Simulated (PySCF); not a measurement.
## C₆ coefficients of unlike pairs at UHF

Calculated with PySCF 2.14 from the dipole response of each species, C₆(A,B) = (3/π) ∫ α_A(iu) α_B(iu) du, in atomic units, from isotropic polarisabilities. For ions this is the dispersion term alone; charge-induced terms of lower order in 1/R come first.

| species | configuration | basis | relativity | α (bohr³) | C₆ (like pair) |
| --- | --- | --- | --- | --- | --- |
| Si³⁺ | [Ne] 3s1 (2S) | dyall-av3z (19s12p3d2f) | none | 7.924 | 15.47 |
| O | [He] 2s2 2p4 (3P) | aug-cc-pVQZ with one added diffuse shell each of s, p, d, f, g type (7s6p5d4f3g) | none | 4.788 | 13.91 |
| Ga⁺ | [Ar] 3d10 4s2 (1S) | aug-cc-pVQZ-PP with one added diffuse shell each of s, p, d, f, g type with ECP10MDF (8s7p6d4f3g) | core potential | 21.19 | 111.3 |
| B | [He] 2s2 2p1 (2P) | aug-cc-pVTZ (5s4p3d2f) | none | 22.15 | 106.1 |

Q: Estimate C₆ for B with Si³⁺.

A: The integral gives 40.46. The combination rule 2 C_A C_B / (C_A α_B/α_A + C_B α_A/α_B) gives 40.42 and the geometric mean 40.51.

No spin-orbit coupling is included.

The other pairs:

```csv
pair,C₆
"O, Si³⁺",13.26
"Ga⁺, O",36.12
"B, Ga⁺",108.4
"Ga⁺, Si³⁺",41.44
"B, O",34.25
```
